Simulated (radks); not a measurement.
Results of a calculation; reference values are marked as such.
Problem. Spherical quantum dot in the effective-mass picture: electrons in a well V = -V0 / (1 + exp((r - R)/a)) with V0 = 1.67, R = 10.8, a = 0.82, all in effective atomic units (hartree* = m*/eps^2 hartree, bohr* = eps/m* bohr), one dielectric constant everywhere. Level of theory: non-relativistic Kohn-Sham, LDA (Slater exchange, Perdew-Wang correlation), spin-polarised, spherical densities (a radial shooting solver with Libxc functionals). Levels are named by radial order and angular momentum (1s, 1p, 1d, 2s, ...), and open shells are averaged over m. At N = 8 the configuration is 1s2 1p6. Does electron 9 go into 1d up or 1f up?

Solution. Into 1d up. The total energies of the other choices lie higher by 0.0573 hartree* (1f up).
